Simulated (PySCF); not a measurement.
NbOF3, SMILES [F][Nb]([F])([F])=[O], multiplicity 1.

Coordinates come from a B3LYP-D3(BJ)/def2-SVP optimisation. The multiplicity is an assumed one; other spin states were not compared. The def2 effective core potentials stand for the cores of Nb; spin–orbit coupling is left out.

These are PBE/def2-TZVPD in PySCF values and carry that method's errors.

Isolated molecule, no solvent.

- total energy = -431.87273 hartree
- point group = C3v
- highest occupied level = -8.99 eV
- lowest empty level = -3.25 eV
- orbital gap = 5.74 eV
- dipole moment = 1.20 D
- quadrupole, principal values (traceless, Buckingham form, about the centre of nuclear charge) = -0.92, 0.46, 0.46 D·Å
- mean static polarisability = 41.6 bohr³ (6.16 Å³)
- polarisability, principal values = 39.7, 39.7, 45.3 bohr³
